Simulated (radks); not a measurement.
Problem. Valence configurations of neutral tellurium (all share [Kr]). Method: non-relativistic Kohn-Sham, SCAN, spin-polarised, spherical densities, point nucleus; open shells are filled with parallel spins first (spin-orbit coupling, left out, can overturn this in heavy ions); meta-GGA in the generalised Kohn-Sham scheme; relativity is left out, which matters for an element this heavy; computed with a radial shooting solver on a logarithmic mesh with Libxc functionals. Order these by energy: 4d9 5s2 5p5; 4d9 5s1 5p6; 4d10 5s1.5 5p4.5; 4d9.5 5s2 5p4.5; 4d8 5s2 5p6; 4d10 5p6; 4d10 5s1 5p5; 4d10 5s2 5p4; 4d10 5s0.5 5p5.5.

Solution. From the lowest, in eV above it: 4d10 5s2 5p4 0.000; 4d10 5s1.5 5p4.5 4.072; 4d10 5s1 5p5 8.097; 4d10 5s0.5 5p5.5 13.076; 4d10 5p6 17.578; 4d9.5 5s2 5p4.5 20.141; 4d9 5s2 5p5 41.338; 4d9 5s1 5p6 50.127; 4d8 5s2 5p6 86.915. NIST lists [Kr] 4d10 5s2 5p4 as the ground configuration; this level of theory agrees among the configurations tried. The energies are those of spherical high-spin densities, not of single terms. Relativity is left out, which favours d and f over s occupation in heavy atoms.
